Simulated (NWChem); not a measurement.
System: C2H8InN; SMILES [CH3][In]([CH3])[NH2]

Here is an NWChem input.

```
start job
memory heap 200 mb stack 900 mb global 1100 mb
geometry units angstroms noautoz
  In    -0.074770     0.016634     0.000000
  C     -0.955606    -0.022113    -1.991817
  H     -1.574247    -0.932249    -2.117479
  H     -1.605466     0.862940    -2.137700
  H     -0.158622    -0.016717    -2.759755
  C     -0.955606    -0.022113     1.991817
  H     -1.574247    -0.932249     2.117479
  H     -0.158622    -0.016717     2.759755
  H     -1.605466     0.862940     2.137700
  N      1.974414     0.034788     0.000000
  H      2.550331     0.125476     0.840065
  H      2.550331     0.125476    -0.840065
end
basis spherical
  In library def2-tzvp
  C library def2-tzvp
  H library def2-tzvp
  N library def2-tzvp
end
ecp
  In library def2-ecp
end
dft
  xc xpbe96 cpbe96
  iterations 150
  semidirect filesize 400000000
  mulliken
end
task dft energy
```

NWChem printed, in part:

```
             Northwest Computational Chemistry Package (NWChem) 7.3.0
             --------------------------------------------------------

 CS  symmetry detected

                             Geometry "geometry" -> ""
                             -------------------------

 Output coordinates in angstroms (scale by  1.889725989 to convert to a.u.)

  No.       Tag          Charge          X              Y              Z
 ---- ---------------- ---------- -------------- -------------- --------------
    1 In                  49.0000    -0.03666797     0.00599437     0.00000000
    2 C                    6.0000    -0.91815747    -0.01270438     1.99181700
    3 H                    1.0000    -1.55734313    -0.90853133     2.11747900
    4 H                    1.0000    -1.54771514     0.88690329     2.13770000
    5 H                    1.0000    -0.12125697    -0.02544044     2.75975500
    6 C                    6.0000    -0.91815747    -0.01270438    -1.99181700
    7 H                    1.0000    -1.55734313    -0.90853133    -2.11747900
    8 H                    1.0000    -0.12125697    -0.02544044    -2.75975500
    9 H                    1.0000    -1.54771514     0.88690329    -2.13770000
   10 N                    7.0000     2.01239871    -0.02247339     0.00000000
   11 H                    1.0000     2.59022973     0.05508955    -0.84006500
   12 H                    1.0000     2.59022973     0.05508955     0.84006500

 Effective nuclear repulsion energy (a.u.)     365.8616529659

      Symmetry information
      --------------------

 Group name             Cs
 Group number              2
 Group order               2
 No. of unique centers     7

 Summary of "ao basis" -> "ao basis" (spherical)
 ------------------------------------------------------------------------------
       Tag                 Description            Shells   Functions and Types
 ---------------- ------------------------------  ------  ---------------------
 In                        def2-tzvp                16       50   6s5p3d2f
 C                         def2-tzvp                11       31   5s3p2d1f
 H                         def2-tzvp                 4        6   3s1p
 N                         def2-tzvp                11       31   5s3p2d1f

      Symmetry analysis of basis
      --------------------------

        a'        109
        a"         82

            General Information
            -------------------
          SCF calculation type: DFT
          Wavefunction type:  closed shell.
          No. of atoms     :    12
          No. of electrons :    48
           Alpha electrons :    24
            Beta electrons :    24
          Charge           :     0
          Spin multiplicity:     1
          Use of symmetry is: on ; symmetry adaption is: on
          Maximum number of iterations: 150
          AO basis - number of functions:   191
                     number of shells:    81
          Convergence on energy requested:  1.00D-06
          Convergence on density requested:  1.00D-05
          Convergence on gradient requested:  5.00D-04

              XC Information
              --------------
          PerdewBurkeErnzerhof Exchange Functional  1.000
            Perdew 1991 LDA Correlation Functional  1.000 local
           PerdewBurkeErnz. Correlation Functional  1.000 non-local

             Grid Information
             ----------------
          Grid used for XC integration:  medium
          Radial quadrature: Mura-Knowles
          Angular quadrature: Lebedev.
          Tag              B.-S. Rad. Rad. Pts. Rad. Cut. Ang. Pts.
          ---              ---------- --------- --------- ---------
          In                  1.55      123          10.0       590
          C                   0.70       49          12.0       434
          H                   0.35       45          13.0       434
          N                   0.65       49          12.0       434
          Grid pruning is: on
          Number of quadrature shells:   401
          Spatial weights used:  Erf1

      Superposition of Atomic Density Guess
      -------------------------------------

 Sum of atomic energies:        -351.71210165

      Non-variational initial energy
      ------------------------------

 Total energy =    -324.484512
 1-e energy   =    -892.107294
 2-e energy   =     376.931803
 HOMO         =      -0.308464
 LUMO         =      -0.027194

      Symmetry analysis of molecular orbitals - initial
      -------------------------------------------------

  Numbering of irreducible representations:

     1 a'          2 a"

  Orbital symmetries:

     1 a'          2 a'          3 a"          4 a'          5 a"
     6 a'          7 a'          8 a'          9 a'         10 a"
    11 a'         12 a"         13 a"         14 a'         15 a'
    16 a"         17 a'         18 a'         19 a'         20 a"
    21 a"         22 a'         23 a'         24 a"         25 a'
    26 a'         27 a'         28 a"         29 a'         30 a'
    31 a"         32 a'         33 a'         34 a"

------------------------------------------------------------
EAF file 0: "./job.aoints.0" size=274202624 bytes
------------------------------------------------------------
               write      read    awrite     aread      wait
               -----      ----    ------     -----      ----
     calls:      523         0         0         0         0
   data(b): 2.74e+08  0.00e+00  0.00e+00  0.00e+00
   time(s): 0.00e+00  0.00e+00  0.00e+00  0.00e+00  0.00e+00
rate(mb/s): 0.00e+00  0.00e+00
------------------------------------------------------------

     ---------------------------------------------
      Total Density - Mulliken Population Analysis
     ---------------------------------------------

[...]
```

Level: PBE/def2-TZVP with def2 effective core potentials on In. Structure relaxed at the PBE-D3(BJ)/def2-SVP level. Not confirmed as a minimum by frequencies. def2 effective core potentials on In; no spin-orbit coupling.
